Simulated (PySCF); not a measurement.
Ligands exchanged one at a time, Ga Br-SiH3. Gas-phase values, no solvent. Strings in code marks are SMILES.

The HOMO–LUMO gap from two functionals at the same geometries (B3LYP-D3(BJ)/def2-TZVP), both in PySCF: PBE-D3(BJ)/def2-TZVP and M06-2X/def2-TZVP. 

```tsv
species	PBE-D3(BJ)/def2-TZVP (eV)	M06-2X/def2-TZVP (eV)
0 of 3 Br replaced by SiH3 (`[Br][Ga]([Br])[Br]`)	4.17	8.48
1 of 3 Br replaced by SiH3 (`[SiH3][Ga]([Br])[Br]`)	4.07	7.55
2 of 3 Br replaced by SiH3 (`[SiH3][Ga]([Br])[SiH3]`)	3.06	6.37
3 of 3 Br replaced by SiH3 (`[SiH3][Ga]([SiH3])[SiH3]`)	2.91	6.14
```

Over these rows, drawn at random from the members with no instability flagged (it was tested for open shells, ions and some series alone), PBE minus M06-2X: mean -3.58 eV, from -4.30 eV to -3.23 eV.
